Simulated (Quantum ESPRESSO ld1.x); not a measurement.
Values are calculated unless marked as measured or tabulated.
Question: The aim is neutral sulfur in [Ne] 3s2 3p4. What will ld1.x (Quantum ESPRESSO 7.5) do with this input?

```
 &input
    zed=16.0,
    iswitch=1,
    rel=1,
    lsd=2,
    dft='PW',
    config='[Ne] 3s2 3p4',
    verbosity='high',
    prefix='ld1',
    max_out_wfc=37,
    file_charge='ld1.rho',
 /
```

Answer: Refused. The program stops in ld1_readin with "lsd not correct": lsd takes 0 or 1.

Output (excerpt):

```
     Program LD1 v.7.5 starts

 %%%%%%%%%%%%%%%%%%%%%%%%%%%%%%%%%%%%%%%%%%%%%%%%%%%%%%%%%%%%%%%%%%%%%%%%%%%%%%
     Error in routine ld1_readin (1):
     lsd not correct
 %%%%%%%%%%%%%%%%%%%%%%%%%%%%%%%%%%%%%%%%%%%%%%%%%%%%%%%%%%%%%%%%%%%%%%%%%%%%%%

     stopping ...
```

Run on one thread of a shared host, so times are rough (Intel(R) Xeon(R) Processor @ 2.60GHz): 0.4 s of CPU time, 0.77 s wall.
